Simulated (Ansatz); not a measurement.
The cluster Al4F2⁻. Total charge -1; doublet. Geometry PBE-D4/def2-SVPD, basis def2-TZVPD, Ansatz.

```
atom   x (Å)   y (Å)   z (Å)
 Al1   0.351  -2.060  -0.352
 Al2   1.623  -0.878  -2.143
 Al3  -0.487   2.868   0.488
 Al4   0.392   0.552  -0.530
  F5  -0.347  -3.289   0.654
  F6  -1.533   2.808   1.884
```

```json
{"run": "A", "HOMO (eV)": "-2.37", "LUMO (eV)": "2.14"}
{"run": "B", "HOMO (eV)": "-1.05", "LUMO (eV)": "0.95"}
{"run": "C", "HOMO (eV)": "-0.39", "LUMO (eV)": "0.34"}
{"run": "D", "HOMO (eV)": "-0.59", "LUMO (eV)": "0.54"}
{"run": "E", "HOMO (eV)": "-1.40", "LUMO (eV)": "1.60"}
{"run": "F", "HOMO (eV)": "-0.40", "LUMO (eV)": "0.08"}
```

Another isomer (doublet) lies 0.73 eV lower at PBE0-D4/def2-TZVPD; other spin states weren't run for this one.

HOMO and LUMO are taken over both spins.

Question: The runs used BHLYP, LDA (SPW92), PBE, PBE0, r2SCAN, ωB97M-V. Estimate which is which.

Answer: A ωB97M-V (range-separated); B PBE0 (25 % exact exchange); C PBE (0 % exact exchange); D r2SCAN (0 % exact exchange); E BHLYP (50 % exact exchange); F LDA (SPW92) (0 % exact exchange). Exact exchange lowers occupied and raises empty levels; among semilocal functionals meta-GGAs tend to open the gap a little, and such runs are hard to tell apart. The gap grows from 0.48 eV (LDA (SPW92)) to 4.51 eV (ωB97M-V).
